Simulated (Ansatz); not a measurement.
C4H12GeSi, singlet, geometry from GFN2-xTB, with bond 11-3 at 2.4 times its length; CASSCF(4,3)/STO-3G (Ansatz, a first-principles code).

Here is a job for Ansatz.
Ansatz 0.2 input:
```yaml
crystal:
  periodic: [false, false, false]
  atoms:
    - {symbol: Si, position_ang: [-2.28641148, -0.18387911, -0.31503714]}
    - {symbol: C, position_ang: [-3.05089548, -1.61345970, 0.68309168]}
    - {symbol: C, position_ang: [-2.69764291, 1.47887527, 0.50942585]}
    - {symbol: C, position_ang: [-0.41469034, -0.44377687, -0.38482810]}
    - {symbol: C, position_ang: [0.51085825, 0.43089856, -0.00114692]}
    - {symbol: Ge, position_ang: [2.42765211, 0.11927184, -0.08545860]}
    - {symbol: H, position_ang: [-2.80924628, -0.20274805, -1.69473594]}
    - {symbol: H, position_ang: [-4.13175260, -1.52214012, 0.73348066]}
    - {symbol: H, position_ang: [-2.67466431, -1.63594104, 1.70230813]}
    - {symbol: H, position_ang: [-2.82442923, -2.57353008, 0.22927352]}
    - {symbol: H, position_ang: [-1.74841639, 1.60699183, 2.93500865]}
    - {symbol: H, position_ang: [-2.28354950, 2.31078829, -0.05225808]}
    - {symbol: H, position_ang: [-3.77134164, 1.62961034, 0.57064494]}
    - {symbol: H, position_ang: [-0.07260864, -1.39878872, -0.77219038]}
    - {symbol: H, position_ang: [0.19686793, 1.39188251, 0.38890886]}
    - {symbol: H, position_ang: [2.72284367, -1.24311680, -0.62388518]}
    - {symbol: H, position_ang: [3.07127981, 0.23274429, 1.26210551]}
    - {symbol: H, position_ang: [3.11784900, 1.12136708, -0.95779766]}
basis:
  gaussian:
    orbitals: STO-3G
hamiltonian:
  xc: hf
magnetization: {spin_polarized: false}
correlation: {active_space: {window: {electrons: 4, orbitals: 3}}}
```

Output, abridged:

```
Functional definition: HF
721 factors; integrals over basis functions are off by at most 4.1e-5 eV
mean field evaluation 1: about -67851.4016 eV, gradient 2.3e1 eV
mean field evaluation 2: about -67851.5332 eV, gradient 2.3e1 eV
mean field evaluation 4: about -67855.2883 eV, gradient 2.8e0 eV
mean field evaluation 8: about -67855.3340 eV, gradient 1.4e-4 eV
mean field -67855.33115731 eV, -2493.6374260357 hartree, gradient 1.4e-6 eV, S^2 0.000000; 0 other end points of the search recorded, 0 dependent functions left out
reference -67855.33115731 eV, -2493.6374260357 hartree; 41, 41 occupied and 18, 18 virtual orbitals, 721 factors
state -67860.23941955 eV, -2493.8178013461 hartree
Total energy: -67860.23941955 eV, -2493.8178013461 hartree
```
